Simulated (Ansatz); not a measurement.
Reading a saddle point

A first-order saddle point of Si₂H₅F₃, singlet, PBE0-D4/def2-TZVP, with one imaginary mode of 997i cm⁻¹:

Si1  (-0.217, -1.142, 0.193)
Si2  (-0.057, 1.390, -0.141)
F3  (-0.496, -2.118, -1.021)
F4  (0.240, -1.839, 1.538)
H5  (-1.595, -0.698, 0.542)
H6  (1.146, -0.042, -0.324)
F7  (1.616, -1.070, -0.343)
H8  (-0.508, 1.746, 1.226)
H9  (1.049, 2.296, -0.563)
H10  (-1.178, 1.477, -1.108)
(Å)

Program: Ansatz 0.2.0. Basis: def2-TZVPP and def2-QZVPP. Cores are frozen in the correlated methods. Extrapolation: Hartree–Fock as exp(−7.88 √X), correlation as X^−2.97.

**Question.** Which contacts change along the imaginary mode, and what lies on either side? (Judge from chemistry; the calculation decides.)

**Answer.** The calculation gives: The step is Si₂H₄F₂ ([F][SiH]([F])[SiH3]) + HF → SiHF₃ ([F][SiH]([F])[F]) + SiH₄, with the molecules in contact on both sides. Shortening one way: Si1–F7, Si2–H6; lengthening the same way: Si1–Si2, H6–F7.
```csv
pair,one side (Å),saddle (Å),other side (Å)
Si1–F7,3.44,1.91,1.57
Si2–H6,2.99,1.88,1.48
Si1–Si2,2.35,2.56,4.06
H6–F7,0.92,1.13,3.39
```

**Question.** Which side is lower, and how far does the saddle lie above each? (An estimate is asked for; the value comes from the calculation.)

**Answer.** The calculation gives: The side with Si1–F7, Si2–H6 short is lower by 1.814 eV; the saddle lies 3.342 eV above it and 1.528 eV above the other (CCSD(T) at an estimated basis limit (MP2 extrapolated from triple and quadruple zeta, plus CCSD(T) − MP2 in triple zeta); electronic energies).

No T1 diagnostic of these runs exceeds 0.014. The start structure is not quite a true minimum (one mode of 43i cm⁻¹).

Labels in which every atom is bracketed show which atoms are joined, not bond orders.

For scale, one of the runs: CCSD(T)/def2-TZVPP, 247 basis functions, launched by `ansatz run in.yaml --threads 8 --pin off --events-out ev --progress --plain --max-ram 19148MiB`. Time: 72 s of wall clock on 8 CPU threads of an Arm Neoverse V2; the host was shared. Peak host memory: 5.2 GiB.
